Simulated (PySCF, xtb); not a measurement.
B(F)(OH)2 (BFH2O2), SMILES OB(O)F. The values are those of a single conformer.

Harmonic wavenumbers (cm⁻¹) from xtb with GFN2-xTB at its own minimum, in rising order: 393, 415, 482, 524, 596, 840, 915, 950, 1233, 1426, 3635, 3640.

What does PBE0-D3(BJ)/def2-SVP (PySCF 2.14.0) give at its own minimum? (Estimate from the structure and the level; the computed values follow.)

443, 454, 459, 526, 691, 895, 1003, 1010, 1448, 1557, 3938, 3940. Paired by order, the mean absolute difference is 114 cm⁻¹ and the zero-point energies are 21.5 and 23.4 kcal/mol.
